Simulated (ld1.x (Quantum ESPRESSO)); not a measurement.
# What one change does to a pseudopotential (Co (Z = 27), PAW)

- Element: cobalt
- Generator: ld1.x (Quantum ESPRESSO) 7.5
- Type: PAW
- Functional: LDA (PZ)
- Relativity: scalar-relativistic
- Frozen core: [Ne] 3s2
- Valence charge: 15
- Reference configuration: 3p6 3d7 4s2 4p0
- Partial waves: 4s (bound): rcut 1.85, rcutus 2.20 bohr; 4s channel at 2.75 Ry: rcut 1.85, rcutus 2.20 bohr; 3p (bound): rcut 1.15, rcutus 1.35 bohr; 4p (bound, empty): rcut 1.15, rcutus 1.35 bohr; 3d (bound): rcut 1.00, rcutus 1.10 bohr; 3d channel at 0.85 Ry: rcut 1.00, rcutus 1.10 bohr
- Local potential: all-electron potential smoothed inside 1.30 bohr (lloc = -1)
- Core correction: Bessel-smoothed model core, default radius (core density twice the valence density)
- Augmentation charge: PSQ, inside the norm-conserving radii

All-electron outer shells of the reference configuration (LDA (PZ), scalar-relativistic, ld1.x):

```tsv
shell	level (eV)	outermost node (bohr)	outermost maximum (bohr)
2p	-769.46	–	0.17
3s	-101.87	0.31	0.67
3p	-65.51	0.28	0.68
3d	-8.46	–	0.66
4s	-5.68	0.96	2.29
4p	-1.39	1.05	3.21
```

Change: local potential all-electron potential smoothed inside 2.36 bohr (lloc = -1).

Cutoffs: the cutoffs (Ry, on a coarse ladder) from which the occupation-weighted sum of valence levels, in a spherical-Bessel basis at the reference potential, stays within 10 and 1 mRy of its value at 400 Ry; they do not see the model core or the augmentation charge, which bear on the density cutoff. Errors are all-electron minus pseudo energies relative to the spin-unpolarised reference configuration.

Problem. What does the change do?

Solution. The potential gets neither clearly harder nor softer (90 Ry and 160 Ry → 90 Ry and 160 Ry); the bound ghost in s disappears; the number of tests with a reliable result goes from 9 to 2 (the test run of the changed file stopped, so its transferability is not established). A state that the projectors do not describe sees the local part alone, so a deeper or shallower local part can create or remove a ghost.

```csv
quantity,base,changed
"cutoff, loose",90 Ry,90 Ry
"cutoff, tight",160 Ry,160 Ry
loose cutoff by channel (10 mRy a level),"s 6 Ry, p 35 Ry, d 80 Ry","s 6 Ry, p 40 Ry, d 80 Ry"
bound ghosts,s,none
tests with a reliable result,9 of 9,2 of 9 (the test run stopped)
"error for 3p6 3d7 4s1 4p0, meV [ΔE 9.30 eV]",-1.8,-1.2
"error for 3p6 3d7 4s0 4p0, meV [ΔE 26.38 eV]",-4.0,-4.9
lowest overlap eigenvalue by channel,"s 0.43, p 0.14, d 0.90","s 0.52, p 0.13, d 1.00"
```

 A true bound ghost makes a file unfit for plane-wave use even where its test errors are small: the radial tests pick states by their node count and pass the ghost by.
